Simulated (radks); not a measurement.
Results of a calculation; reference values are marked as such.
The mean radii <r> (bohr) of the occupied orbitals of an atom or ion are listed with their occupations. Level of theory: Dirac Kohn-Sham, BLYP, spin-unpolarised, spherical densities, finite nucleus; Fermi nuclear charge, rms radius of each element as measured or else 0.836 A^(1/3) + 0.57 fm (a radial shooting solver on a logarithmic mesh with Libxc functionals).

| orbital | occ. | <r> |
|---|---|---|
| 1s1/2 | 2 | 0.01804 |
| 2s1/2 | 2 | 0.07542 |
| 2p1/2 | 2 | 0.06229 |
| 2p3/2 | 4 | 0.07032 |
| 3s1/2 | 2 | 0.1930 |
| 3p1/2 | 2 | 0.1827 |
| 3p3/2 | 4 | 0.1964 |
| 3d3/2 | 4 | 0.1708 |
| 3d5/2 | 6 | 0.1751 |

Name the element and its charge. Open shells, if any, fill j = l - 1/2 first.

Answer. Z = 75, rhenium, charge +47: Re47+ in [Ar] 3d10. The 1s radius gives Z: for a bare nucleus <r> = (2 gamma + 1)/(2Z) with gamma = sqrt(1 - (Z/c)^2), 0.01783 bohr for Z = 75, and screening makes it slightly larger (0.01804 here). The occupations add up to 28, and the charge is Z minus that.
